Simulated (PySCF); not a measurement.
## Spinor energies of Pm⁴⁺ (promethium, charge +4)

Start: [Xe] 4f3; 4f5/2 filled at m_j = +1/2, +3/2, +5/2. Calculated with PySCF 2.14 in x2c-SVPall-2c: generalised Hartree-Fock with the X2C-1e Hamiltonian and a Gaussian nucleus; one run each with spin-orbit coupling (SO) switched off, then screened by Boettger's factors.

| spinor shell | electrons | ε, spin-free (eV) | ε, screened SO (eV) | weight of nominal j (screened SO) | rms radius, screened SO (bohr) |
| --- | --- | --- | --- | --- | --- |
| 1s1/2 | 2 | -45458.4 | -45451.1 | 1.000 | 0.0264 |
| 2s1/2 | 2 | -7552.1 | -7549.9 | 1.000 | 0.107 |
| 2p1/2 | 2 | -6744.1 | -7137.5 | 1.000 | 0.0918 |
| 2p3/2 | 4 | -6744.1 | -6572.9 | 1.000 | 0.0980 |
| 3s1/2 | 2 | -1739.7 | -1738.9 | 1.000 | 0.277 |
| 3p1/2 | 2 | -1480.4 | -1561.5 | 1.000 | 0.269 |
| 3p3/2 | 4 | -1480.4 | -1444.6 | 1.000 | 0.282 |
| 3d3/2 | 4 | -1124.2 | -1139.3 | 0.998 | 0.254 |
| 3d5/2 | 6 | -1124.2 | -1113.3 | 0.999 | 0.257 |
| 4s1/2 | 2 | -410.58 | -410.33 | 1.000 | 0.627 |
| 4p1/2 | 2 | -322.24 | -341.47 | 0.988 | 0.646 |
| 4p3/2 | 4 | -322.24 | -313.57 | 0.994 | 0.673 |
| 4d3/2 | 4 | -193.65 | -199.81 | 0.840 | 0.728 |
| 4d5/2 | 6 | -193.65 | -189.31 | 0.893 | 0.735 |
| 5s1/2 | 2 | -96.146 | -96.098 | 1.000 | 1.50 |
| 5p1/2 | 2 | -70.357 | -73.671 | 0.972 | 1.60 |
| 5p3/2 | 4 | -70.357 | -68.863 | 0.986 | 1.68 |
| 4f5/2 | 3 | -65.331 | -65.387 | 0.811 | 0.932 |

```json
{"quantity": "E (hartree)", "spin-free": "-10010.70322", "screened SO": "-10016.04600"}
{"quantity": "M_J", "spin-free": "9/2", "screened SO": "9/2"}
{"quantity": "⟨J²⟩", "spin-free": "27.753", "screened SO": "26.722"}
{"quantity": "⟨L²⟩", "spin-free": "42.002", "screened SO": "41.658"}
{"quantity": "⟨S²⟩", "spin-free": "3.751", "screened SO": "3.703"}
```

The determinant has a definite M_J but mixes levels of different J.

Each row is a mean over spinors that exchange with the open shell spreads, by up to 11.423 eV (4d3/2).

Rows whose weight is well below 1 are mixtures of j = l ± 1/2: exchange outweighs spin-orbit coupling there, and the label is only the starting occupation.

Breit and QED terms are absent; they matter most for the inner s and p1/2 levels.

Densities and radii are taken from the X2C orbitals without a picture-change correction, which distorts them close to the nucleus.

Without spin-orbit coupling the j labels of p, d and f shells carry no meaning; the spin-free column gives the mean over the occupied spinors of each nl shell, and its ⟨J²⟩ belongs to a mixture of degenerate components.
